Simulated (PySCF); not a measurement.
B(OH)(SH)2 (BH₃OS₂), SMILES OB(S)S. Coordinates come from a TPSSh-D3(BJ)/def2-SVP optimisation. Other conformers were not sampled.

Computed with TPSSh-D3(BJ)/def2-SVP in PySCF.

Harmonic wavenumbers (cm⁻¹): 176, 224, 330, 345, 458, 493, 521, 771, 832, 879, 1115, 1353, 2673, 2697, 3837. Rotational constants (GHz): 6.530, 3.033, 2.071; symmetry number 1.

**Question.** Work out the zero-point energy and the ideal-gas rigid-rotor harmonic-oscillator thermochemistry at 298.15 K and 1 atm.

**Answer.** ZPE = ½ Σ hcν = ½ × 16704 cm⁻¹ = 23.88 kcal/mol. H − E(el) = 28.02 kcal/mol. Entropy in cal/(mol K): translation 39.53, rotation 26.46, vibration 9.45, total 75.44. G − E(el) = 5.52 kcal/mol. Cp = 20.86 cal/(mol K).
